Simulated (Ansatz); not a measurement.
Reaction (ligand exchange at a Ti–N bond): `[NH2][Ti]([OH])([OH])[Cl]` + H–F → `[OH][Ti]([OH])([F])[Cl]` + NH₃

Isolated molecules relaxed with PBE0-D4/def2-TZVP in Ansatz; ΔE leaves out vibrations. CCSD(T)/CBS adds triple-zeta CCSD(T) − MP2 to the extrapolated MP2 energy (def2 sets, frozen cores). This one scheme is used for every species. Functionals use def2-TZVPP. B3LYP here is the variant with VWN-RPA as its local correlation; programs differ in this. HSE06 is defined as in plane-wave codes. For Ti outer-core shells are correlated without core-valence functions, which leaves a few kJ/mol of doubt a bond. Scalar relativity is left out up to krypton. Each species was taken in one conformer, which may not be the lowest.

`[NH2][Ti]([OH])([OH])[Cl]`:

Z-matrix (Å, degrees):
```
Ti
O 1 1.781
O 1 1.788 2 110.6
N 1 1.864 2 106.1 3 -119.8
Cl 1 2.230 2 112.6 3 121.3
H 2 0.958 1 133.5 3 -9.7
H 3 0.957 1 134.2 2 -120.2
H 4 1.011 1 125.0 2 -169.9
H 4 1.010 1 123.6 2 0.8
```

H–F:

Z-matrix (Å, degrees):
```
F
H 1 0.920
```

`[OH][Ti]([OH])([F])[Cl]`:

Cartesian coordinates in Å:
```
O 1.099 0.393 0.901
Ti -0.176 0.200 -0.305
O -1.119 -1.256 0.064
F -1.230 1.601 -0.300
Cl 0.749 0.015 -2.301
H 1.642 1.064 1.314
H -0.965 -2.017 0.627
```

NH₃:

Z-matrix (Å, degrees):
```
N
H 1 1.013
H 1 1.013 2 107.1
H 1 1.013 2 107.1 3 -114.5
```

```csv
level,ΔE (kcal/mol),difference from CCSD(T)/CBS
LDA (SPW92),-23.9,-2.8
PBE-D4,-24.6,-3.5
revPBE-D4,-24.0,-2.9
BLYP-D4,-24.9,-3.8
r2SCAN-D4,-26.0,-4.9
B97M-V,-27.0,-5.9
PBE0-D4,-23.8,-2.7
B3LYP-D4,-24.3,-3.2
r2SCANh-D4,-25.4,-4.3
r2SCAN0-D4,-24.7,-3.6
HSE06-D4,-23.7,-2.6
BHLYP-D4,-24.3,-3.2
CAM-B3LYP-D4,-25.3,-4.2
ωB97X-V,-25.6,-4.5
ωB97M-V,-24.7,-3.6
B2PLYP,-24.6,-3.5
PBE-QIDH,-23.3,-2.2
PBE,-25.7,-4.6
revPBE,-26.2,-5.1
r2SCAN,-26.3,-5.2
PBE0,-24.7,-3.6
B3LYP,-25.9,-4.8
r2SCANh,-25.7,-4.6
r2SCAN0,-25.0,-3.9
HSE06,-24.6,-3.5
BHLYP,-25.6,-4.5
CAM-B3LYP,-26.3,-5.2
LC-ωPBE,-26.5,-5.4
MP2/def2-SVP,-26.5,-5.4
CCSD/def2-SVP,-26.4,-5.3
CCSD(T)/def2-SVP,-26.3,-5.2
HF/def2-TZVPP,-26.7,-5.6
MP2/def2-TZVPP,-21.6,-0.5
SCS-MP2/def2-TZVPP,-22.8,-1.7
CCSD/def2-TZVPP,-23.1,-2.0
MP2/def2-QZVPP,-20.9,0.2
SCS-MP2/def2-QZVPP,-22.1,-1.0
HF/CBS(def2),-27.0,-5.9
MP2/CBS(def2),-20.2,0.9
CCSD/CBS(def2),-21.7,-0.6
CCSD(T)/CBS,-21.1,0
```

Largest T1 diagnostic among the species: 0.024, so the coupled-cluster value is less sure than usual.

At CCSD(T), def2-SVP lies −5.2 kcal/mol from the extrapolated value and def2-TZVPP −1.4 kcal/mol. The D4 term adds +1.6 kcal/mol with B3LYP and +0.9 kcal/mol with PBE0; it sums over pairs of atoms, weighted by their polarisabilities, and B3LYP, whose exchange is more repulsive, gets the larger term.
